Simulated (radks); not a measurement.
Hg V, 76 electrons, occupied as [Xe] 4f14 5d6 6p2 (not the ground configuration). Method: non-relativistic Kohn-Sham, OLYP, spin-unpolarised, spherical densities, point nucleus; relativity is left out, which matters for an element this heavy; computed with a radial shooting solver on a logarithmic mesh with Libxc functionals.

Unscreened Slater integrals over Kohn-Sham orbitals (eV). Empty in this configuration: 6s.

\begin{tabular}{lr}
integral & value \\ \hline
F0(6p,6p) & 9.8536 \\
F2(6p,6p) & 5.4405 \\
F0(6p,5d) & 11.921 \\
F2(6p,5d) & 4.0768 \\
G1(6p,5d) & 1.3519 \\
G3(6p,5d) & 1.2689 \\
F0(6p,5p) & 12.228 \\
F2(6p,5p) & 3.4439 \\
G0(6p,5p) & 0.62924 \\
G2(6p,5p) & 0.87479 \\
F0(6p,5s) & 12.326 \\
G1(6p,5s) & 0.90795 \\
F0(6p,6s) & 10.387 \\
G1(6p,6s) & 7.0691 \\
F0(5d,5d) & 19.385 \\
F2(5d,5d) & 10.313 \\
F4(5d,5d) & 6.9568 \\
F0(5d,5p) & 21.037 \\
F2(5d,5p) & 11.008 \\
G1(5d,5p) & 13.755 \\
G3(5d,5p) & 8.6241 \\
F0(5d,5s) & 21.559 \\
G2(5d,5s) & 10.286 \\
F0(5d,6s) & 13.117 \\
G2(5d,6s) & 2.0165 \\
F0(5p,5p) & 23.294 \\
F2(5p,5p) & 12.651 \\
F0(5p,5s) & 24.048 \\
G1(5p,5s) & 16.719 \\
F0(5p,6s) & 13.513 \\
G1(5p,6s) & 1.0503 \\
F0(5s,5s) & 24.899 \\
F0(5s,6s) & 13.636 \\
G0(5s,6s) & 0.70382 \\
F0(6s,6s) & 11.061 \\
\end{tabular}

Derived for the open shells (J is the average intra-shell exchange parameter used in DFT+U). 5d: Racah B = F2/49 - 5 F4/441 = 0.1316 eV, C = 35 F4/441 = 0.5521 eV, C/B = 4.20, F4/F2 = 0.675, J = (F2 + F4)/14 = 1.234 eV. 6p: J = F2/5 = 1.088 eV.
